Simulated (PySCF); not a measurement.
C3H4BF3, SMILES C/C(F)=C\B(F)F. Atoms are numbered in the order given.

```xyz
11

C     -1.2727    -1.5638     0.0000
C      0.1766    -1.2220     0.0000
F      0.9461    -2.3298     0.0000
C      0.7852    -0.0101     0.0000
B      0.0844     1.3581     0.0000
F      0.8008     2.4864     0.0000
F     -1.2493     1.5150     0.0000
H     -1.5101    -2.1828    -0.8904
H     -1.5101    -2.1828     0.8904
H     -1.9024    -0.6591     0.0000
H      1.8873    -0.0349     0.0000
```

Coordinates come from a PBE-D3(BJ)/def2-SVP optimisation. The structure was generated by enumeration; whether it is a known compound was not checked. Other conformers were not sampled.

Two levels are set side by side: PBE/pcSseg-1 (PySCF) and PBE0/pcSseg-1 (PySCF). GIAO shifts against BF3 (¹¹B), CFCl3 (¹⁹F), TMS (¹H), TMS (¹³C) at the same level; non-relativistic, no solvent, atoms listed together averaged. Differences are taken from unrounded values.

```tsv
quantity	PBE
δ(¹³C) of C1 (ppm)	23.8
δ(¹³C) of C2 (ppm)	196.3
δ(¹⁹F) of F3 (ppm)	-31.7
δ(¹³C) of C4 (ppm)	97.9
δ(¹¹B) of B5 (ppm)	14.4
δ(¹H) of H11 (ppm)	5.31
```

Q: These are the PBE values. What does PBE0 give? (The exact figures need the calculation; the answer reports its results.)

A: 
```csv
quantity,PBE0,PBE minus PBE0
δ(¹³C) of C1 (ppm),23.6,0.2
δ(¹³C) of C2 (ppm),198.2,-1.9
δ(¹⁹F) of F3 (ppm),-28.2,-3.5
δ(¹³C) of C4 (ppm),99.0,-1.1
δ(¹¹B) of B5 (ppm),14.8,-0.4
δ(¹H) of H11 (ppm),5.42,-0.10
```

Rough cost on one machine, each run with all the roots and properties that it gave: PBE0 against PBE within a factor of 2.
